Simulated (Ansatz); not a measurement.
Cost and result for the atomization energy of CH₆OSiTe (`[SiH3]OC[TeH]`) (10 atoms, 9 bonds).

| atom | x (Å) | y (Å) | z (Å) |
| --- | --- | --- | --- |
| Si1 | -0.8860 | 0.2498 | -1.2107 |
| O2 | -0.2585 | -0.9883 | -0.3135 |
| C3 | 0.3281 | -0.8316 | 0.9334 |
| Te4 | 2.2562 | 0.1765 | 0.9564 |
| H5 | -1.7068 | -0.3970 | -2.2581 |
| H6 | 0.1814 | 1.0789 | -1.8246 |
| H7 | -1.7247 | 1.1185 | -0.3382 |
| H8 | 0.5382 | -1.8168 | 1.3491 |
| H9 | -0.3056 | -0.2749 | 1.6289 |
| H10 | 1.5777 | 1.6849 | 1.0773 |

The species carries charge 0 and has multiplicity 1. Correlated methods include outer-core shells of Te, which these sets cover unevenly. Te: def2 effective core potential. All single points use the PBE0-D4/def2-TZVP geometry. It is one conformer, not always the lowest. Program: Ansatz. All runs use 4 threads of an Arm Neoverse V1 on a shared host. Times are those of one run each, without the atoms' runs, and a repeat can differ threefold. Electronic energies, without spin–orbit coupling; frozen cores. CCSD(T)/CBS adds CCSD(T) − MP2 in def2-TZVPP to the MP2 limit, and its time is that of the two runs behind it. T1 = 0.012. With those shells the extrapolation isn't a true limit. B3LYP takes the VWN-RPA correlation (the form of Gaussian; ORCA's B3LYP/G).

CCSD(T)/CBS is a level of theory with its own doubt, some kJ/mol a heavy atom from the limit and from the frozen cores, so smaller differences don't rank the functionals.

| level | functions | wall time | atomization (kcal/mol) | difference from CCSD(T)/CBS | per bond |
| --- | --- | --- | --- | --- | --- |
| PBE-D4/def2-TZVPP (with forces) | 238 | 2.5 s | 772.0 | 2.0 | 0.2 |
| PBE0-D4/def2-TZVPP | 238 | 3 s | 758.5 | -11.5 | -1.3 |
| B3LYP-D4/def2-TZVPP (with forces) | 238 | 4.7 s | 764.9 | -5.1 | -0.6 |
| r2SCAN-D4/def2-TZVPP (with forces) | 238 | 5.5 s | 764.0 | -6.0 | -0.7 |
| B2PLYP/def2-TZVPP | 238 | 6 s | 754.3 | -15.7 | -1.7 |
| ωB97X-V/def2-TZVPP | 238 | 8.5 s | 768.0 | -2.0 | -0.2 |
| ωB97M-V/def2-TZVPP (with forces) | 238 | 12 s | 763.6 | -6.4 | -0.7 |
| MP2/def2-QZVPP | 446 | 21 s | 766.0 | -4.0 | -0.4 |
| CCSD(T)/def2-TZVPP | 238 | 3.2 min | 746.1 | -23.9 | -2.7 |
| CCSD(T)/CBS(def2) | – | 3.5 min | 770.0 | 0.0 | 0.0 |

In def2-TZVPP, CCSD(T) changes the Hartree–Fock value by +203.5 kcal/mol (the triples alone add +11.8 kcal/mol) and MP2 by +209.2 kcal/mol; breaking electron pairs costs correlation energy, which Hartree–Fock lacks. The D4 term adds +9.2 kcal/mol with B3LYP and +4.8 kcal/mol with PBE0; it sums over pairs of atoms, weighted by their polarisabilities, and B3LYP, whose exchange is more repulsive, gets the larger term. From PBE to PBE0 (25 % exact exchange), in def2-TZVPP and without D4, the atomization energy moves by −12.6 kcal/mol: exact exchange takes away binding that semilocal exchange gives to molecules.

Spin–orbit coupling would lower the free Te atoms strongly, and the atomization energy with them, by more than many differences here.
